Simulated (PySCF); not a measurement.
sulfur tetrafluoride (F4S), singlet, at a GFN2-xTB geometry; M06L/pcseg-1 run with PySCF.

Here is a job for PySCF.
```python
from pyscf import gto, scf, dft

mol = gto.Mole()
mol.atom = '''
    F    -0.23351580    1.37049839   -0.18841297
    S    -0.23503789   -0.19088341    0.22788938
    F    -1.19494998   -0.51329830   -1.12702427
    F     0.79561188    0.18898031    1.51421678
    F     1.05069903   -0.70683211   -0.60391623
'''
mol.basis = 'pcseg-1'
mol.verbose = 4
mol.build()

mf = dft.RKS(mol)
mf.xc = 'm06l'
mf.kernel()
mf.analyze()
```

What does PySCF print? Leave out banner, timings and long lists.


```
PySCF version 2.14.0

[INPUT] verbose = 4
[INPUT] num. atoms = 5
[INPUT] num. electrons = 52
[INPUT] charge = 0
[INPUT] spin (= nelec alpha-beta = 2S) = 0
[INPUT] symmetry False subgroup None
[INPUT] Mole.unit = angstrom
[INPUT] Symbol           X                Y                Z      unit          X                Y                Z       unit  Magmom
[...]
nuclear repulsion = 288.489840955187
number of shells = 15
number of NR pGTOs = 144
number of NR cGTOs = 74
basis = pcseg-1
ecp = {}

******** <class 'pyscf.dft.rks.RKS'> ********
method = RKS
initial guess = minao
damping factor = 0
level_shift factor = 0
DIIS = <class 'pyscf.scf.diis.CDIIS'>
diis_start_cycle = 1
diis_space = 8
diis_damp = 0
SCF conv_tol = 1e-09
SCF conv_tol_grad = None
SCF max_cycles = 50
direct_scf = True
direct_scf_tol = 1e-13
XC library pyscf.dft.libxc version 7.1.2
    S. Lehtola, C. Steigemann, M. J. T. Oliveira, and M. A. L. Marques,  SoftwareX 7, 1–5 (2018)
XC functionals = m06l
    Y. Zhao and D. G. Truhlar,  J. Chem. Phys. 125, 194101 (2006)
    Y. Zhao and D. G. Truhlar,  J. Chem. Phys. 125, 194101 (2006)
    Y. Zhao and D. G. Truhlar,  Theor. Chem. Acc. 120, 215 (2008)
radial grids:
    Treutler-Ahlrichs [JCP 102, 346 (1995); DOI:10.1063/1.469408] (M4) radial grids

becke partition: Becke, JCP 88, 2547 (1988); DOI:10.1063/1.454033
pruning grids: <function nwchem_prune>
grids dens level: 3
symmetrized grids: False
atomic radii adjust function: <function treutler_atomic_radii_adjust>
small_rho_cutoff = 0
Set gradient conv threshold to 3.16228e-05
Initial guess from minao.
tot grids = 75928
init E= -797.907623430362
[...]
cycle= 1 E= -797.09917077157  delta_E= 0.808  |g|= 0.997  |ddm|= 2.74
[...]
cycle= 2 E= -796.239580355779  delta_E= 0.86  |g|= 2.36  |ddm|=  2.7
[...]
cycle= 3 E= -797.278322641127  delta_E= -1.04  |g|= 0.319  |ddm|= 1.96
[...]
cycle= 4 E= -797.293500637386  delta_E= -0.0152  |g|= 0.135  |ddm|= 0.309
[...]
cycle= 5 E= -797.29652609255  delta_E= -0.00303  |g|= 0.0156  |ddm|= 0.101
[...]
cycle= 6 E= -797.296577325952  delta_E= -5.12e-05  |g|= 0.00319  |ddm|= 0.0182
[...]
cycle= 7 E= -797.296579211463  delta_E= -1.89e-06  |g|= 0.000826  |ddm|= 0.00397
[...]
cycle= 8 E= -797.296579384938  delta_E= -1.73e-07  |g|= 0.000177  |ddm|= 0.0012
[...]
cycle= 9 E= -797.296579389267  delta_E= -4.33e-09  |g|= 0.0001  |ddm|= 0.000177
[...]
cycle= 10 E= -797.296579391058  delta_E= -1.79e-09  |g|= 1.48e-05  |ddm|= 8.86e-05
[...]
cycle= 11 E= -797.296579391093  delta_E= -3.57e-11  |g|= 3.01e-06  |ddm|= 1.2e-05
[...]
Extra cycle  E= -797.29657939109  delta_E= 3.64e-12  |g|= 6.47e-06  |ddm|= 6.96e-06
converged SCF energy = -797.29657939109
**** SCF Summaries ****
Total Energy =                        -797.296579391089836
Nuclear Repulsion Energy =             288.489840955186537
One-electron Energy =                -1679.274800505228541
Two-electron Energy =                  593.488380158952168
Two-electron Coulomb Energy =          660.901855474236299
DFT Exchange-Correlation Energy =      -67.413475315284074
HOMO-LUMO gap [eV] =                     5.234206035189457
**** MO energy ****
[...]
 ** Mulliken pop on meta-lowdin orthogonal AOs  **
 ** Mulliken pop  **
 ** Mulliken atomic charges  **
charge of    0F =     -0.34882
charge of    1S =      1.60820
charge of    2F =     -0.45532
charge of    3F =     -0.45528
charge of    4F =     -0.34878
Dipole moment(X, Y, Z, Debye): -0.61516, -0.49941,  0.59674
```
